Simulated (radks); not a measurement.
Values are calculated unless marked as measured or tabulated.
All-electron atom: the palladium ion Pd2+ in [Kr] 4d8. Level of theory: scalar-relativistic Kohn-Sham, BLYP, spin-polarised, spherical densities, finite nucleus; open shells are filled with parallel spins first (spin-orbit coupling, left out, can overturn this in heavy ions); Fermi nuclear charge, rms radius 4.5318 fm (a radial shooting solver on a logarithmic mesh with Libxc functionals).

Local quantities along the radius. ELF = 1/(1 + alpha^2) is the electron localisation function; alpha = (tau - tau_W)/tau_unif compares the Pauli kinetic energy density with that of the uniform gas (summed over spins). tau is taken from the large components.

```
   r/bohr * ELF (the largest magnitude, 0.999, reaches the edge; | marks zero)
 0.002563 |                                                      *
 0.003391 |                                                      *
 0.004522 |                                                      *
 0.005984 |                                                      *
 0.007981 |                                                      *
  0.01056 |                                                      *
  0.01408 |                                                     *
  0.01863 |                                                    *
  0.02485 |                                               *
  0.03289 |                                *
  0.04386 |                 *
  0.05803 |                    *
   0.0774 |                                   *
   0.1024 |                                         *
   0.1366 |                                *
   0.1807 |                *
   0.2411 |                          *
   0.3189 |                                         *
   0.4254 |                                    *
   0.5674 |           *
   0.7507 |                      *
    1.001 |                                         *
    1.325 |                                   *
    1.767 |                   *
    2.338 |      *
    3.118 |*
    4.126 *
    5.503 *
```

On this mesh the ELF has minima near r = 0.051, 0.18, 0.65 bohr, which separate the shells, and maxima near 0.10 (0.76), 0.37 (0.77), 1.0 (0.76).
